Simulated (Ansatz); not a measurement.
Si4N4O2. Total charge 0; singlet. Geometry PBE0-D4/def2-SVP.

```xyz
10

Si   -2.5600   -3.4645    0.4425
Si    0.6759    1.3665   -0.3093
Si    2.1821    4.1735   -0.8180
Si   -0.1849   -1.4869    0.4895
N     2.9441    5.5246   -1.0395
N    -1.7037   -2.1672    0.2245
N     1.3606    2.7412   -0.5880
N    -0.2139    0.0865   -0.1477
O     1.0174   -2.1404    1.1723
O    -3.5176   -4.6333    0.5738
```

B3LYP takes the VWN-RPA correlation. The restricted singlet is unstable towards broken spin symmetry in Hartree–Fock (as tested in another run); at PBE-D4/def2-TZVP, BLYP-D4/def2-TZVP, r2SCAN-D4/def2-TZVP, B3LYP-D4/def2-TZVP and others this wasn't settled. Another isomer (singlet) lies 4.73 eV lower at PBE0-D4/def2-TZVP; other spin states weren't run for this one.

Task: Estimate the orbital energies around the gap (eV) in Ansatz with PBE-D4/def2-TZVP, BLYP-D4/def2-TZVP, r2SCAN-D4/def2-TZVP, B3LYP-D4/def2-TZVP, PBE0-D4/def2-TZVP.

Result: 
```
orbital  PBE-D4/def2-TZVP  BLYP-D4/def2-TZVP  r2SCAN-D4/def2-TZVP  B3LYP-D4/def2-TZVP  PBE0-D4/def2-TZVP
 HOMO−5             -8.24              -8.08                -8.57               -9.46              -9.76
 HOMO−4             -7.71              -7.53                -7.92               -8.58              -8.82
 HOMO−3             -7.34              -7.17                -7.62               -8.47              -8.75
 HOMO−2             -6.82              -6.67                -7.11               -8.05              -8.34
 HOMO−1             -6.17              -5.99                -6.34               -6.97              -7.20
   HOMO             -6.17              -5.98                -6.34               -6.97              -7.19
   LUMO             -4.97              -4.86                -4.83               -4.39              -4.17
 LUMO+1             -4.47              -4.37                -4.28               -3.85              -3.58
 LUMO+2             -3.19              -3.01                -2.99               -2.60              -2.45
 LUMO+3             -3.05              -2.91                -2.86               -2.41              -2.22
 LUMO+4             -2.71              -2.59                -2.47               -2.01              -1.76
 LUMO+5             -2.31              -2.17                -2.04               -1.67              -1.47
```
